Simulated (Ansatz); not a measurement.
Consider the atomization: `Oc1cccc(O)c1` → 6 C• + 6 H• + 2 O•.

Gas-phase electronic energies from Ansatz, PBE0-D4/def2-TZVP geometries. CCSD(T)/CBS is the MP2 limit (def2-TZVPP, def2-QZVPP) plus CCSD(T) − MP2 in def2-TZVPP, frozen cores. This one scheme is used for every species, atoms too. Functionals use def2-TZVPP. B3LYP here is the variant with VWN-RPA as its local correlation; programs differ in this. HSE06 is defined as in plane-wave codes. No spin–orbit coupling; open shells (•) take unrestricted orbitals. Spin–orbit coupling would lower the free atoms: a little for C, O. One conformer a species, not always the lowest.

`Oc1cccc(O)c1`:

Z-matrix (Å, degrees):
```
C
C 1 1.387
C 1 1.391 2 120.6
O 1 1.355 2 121.8 3 180.0
C 2 1.388 1 119.6 3 0.0
H 2 1.085 1 121.3 3 -180.0
C 3 1.382 1 118.9 2 -0.0
H 3 1.082 1 119.3 2 180.0
H 4 0.961 1 109.3 2 0.0
O 5 1.356 2 117.0 1 -180.0
C 5 1.389 2 120.5 1 -0.0
H 7 1.084 3 119.3 1 -180.0
H 10 0.961 5 109.0 2 180.0
H 11 1.085 5 120.3 2 180.0
```

```tsv
level	ΔE (kcal/mol)	difference from CCSD(T)/CBS
LDA (SPW92)	1851.8	280.3
PBE-D4	1642.6	71.1
revPBE-D4	1595.2	23.7
BLYP-D4	1584.4	12.9
r2SCAN-D4	1590.2	18.7
B97M-V	1582.2	10.7
PBE0-D4	1600.5	29.0
B3LYP-D4	1577.0	5.5
r2SCANh-D4	1576.7	5.2
HSE06-D4	1602.1	30.6
BHLYP-D4	1514.7	-56.8
CAM-B3LYP-D4	1582.7	11.2
ωB97X-V	1575.6	4.1
ωB97M-V	1581.0	9.5
B2PLYP	1563.0	-8.5
PBE-QIDH	1579.5	8.0
PBE	1634.1	62.6
revPBE	1566.8	-4.7
r2SCAN	1588.0	16.5
PBE0	1593.3	21.8
B3LYP	1563.4	-8.1
r2SCAN0	1554.8	-16.7
HSE06	1595.5	24.0
BHLYP	1505.2	-66.3
CAM-B3LYP	1575.6	4.1
LC-ωPBE	1581.2	9.7
HF/def2-SVP	1148.5	-423.0
MP2/def2-SVP	1548.8	-22.7
CCSD/def2-SVP	1482.8	-88.7
HF/def2-TZVPP	1123.7	-447.8
MP2/def2-TZVPP	1583.6	12.1
SCS-MP2/def2-TZVPP	1555.0	-16.5
CCSD/def2-TZVPP	1497.8	-73.7
CCSD(T)/def2-TZVPP	1530.6	-40.9
HF/def2-QZVPP	1125.3	-446.2
MP2/def2-QZVPP	1607.6	36.1
SCS-MP2/def2-QZVPP	1581.8	10.3
HF/CBS(def2)	1125.6	-445.9
MP2/CBS(def2)	1624.5	53.0
CCSD/CBS(def2)	1538.7	-32.8
CCSD(T)/CBS	1571.5	0
```

Problem. What do rigid-rotor, harmonic-oscillator terms from PBE0-D4/def2-TZVP frequencies (298.15 K, 1 bar) make of the CCSD(T)/CBS value? (An estimate is asked.)

Solution. Ansatz gave: ΔZPE = -68.7 kcal/mol, ΔH = +1518.8 kcal/mol, ΔS = 1626 J/(mol·K), ΔG = +1402.9 kcal/mol. Open shells count their whole term as degenerate.

Largest T1 diagnostic among the species: 0.012.

The D4 term adds +13.5 kcal/mol with B3LYP and +7.1 kcal/mol with PBE0; it sums over pairs of atoms, weighted by their polarisabilities, and B3LYP, whose exchange is more repulsive, gets the larger term. From BLYP to BHLYP (50 % exact exchange), in def2-TZVPP and without D4, ΔE moves by −60.3 kcal/mol: exact exchange takes away binding that semilocal exchange gives to molecules. Leaving LDA and LC-ωPBE aside and taking each functional with its dispersion term where it has one, the values spread over 127.8 kcal/mol, from BHLYP-D4 to PBE-D4. LDA lies +217.7 kcal/mol from PBE without D4, its usual overbinding.

For atomizations the MP2-based limit and the directly extrapolated one differ by several kJ/mol either way, and by 10 to 25 for some Ge, Se and Sn compounds, so smaller differences from it don't rank the levels.
